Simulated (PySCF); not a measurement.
# A small calculation by hand: entropy of an ideal gas

SbCl2, SMILES [Cl][Sb+][Cl] (connectivity only; charge and spin as stated), charge +1, multiplicity 1.

Coordinates come from a PBE-D3(BJ)/def2-TZVP optimisation. The multiplicity is an assumed one; other spin states were not compared. The isomer is the one that the SMILES or the coordinates give; other isomers of the formula were not compared. The def2 effective core potentials stand for the cores of Sb; spin–orbit coupling is left out.

PBE-D3(BJ)/def2-TZVP run with PySCF 2.14.0 gives the harmonic wavenumbers 135, 405, 413 cm⁻¹ and the rotational temperatures 0.2552, 0.1111, 0.0774 K. The molar mass is 192.66 g/mol, the symmetry number 2, the spin multiplicity 1.

Work out the entropy at 298.15 K and 1 atm in the rigid-rotor, harmonic-oscillator model.


Translation (Sackur–Tetrode at 1 atm): S = R[1.5 ln M + 2.5 ln T − 1.16487] = 174.4 J/(mol K).
Rotation: q = (√π/σ) T^1.5/√(θA θB θC) = 97400, S = R[ln q + 3/2] = 108.0 J/(mol K).
Vibration: with u = 1.4388 ν/T, each mode gives R[u/(e^u − 1) − ln(1 − e^−u)]:
```tsv
ν (cm⁻¹)	modes	u	S (J/(mol K))
135	1	0.65	12.02
405	1	1.95	3.95
413	1	1.99	3.83
```
These are all the modes. Sum 19.8 J/(mol K).
Spin: R ln 1 = 0.0 J/(mol K).
Total 302.1 J/(mol K); the program's own thermochemistry gives 302.1. Translation makes up 58 % and vibration 7 %. Anharmonicity, hindered rotation and orbital degeneracy are left out.
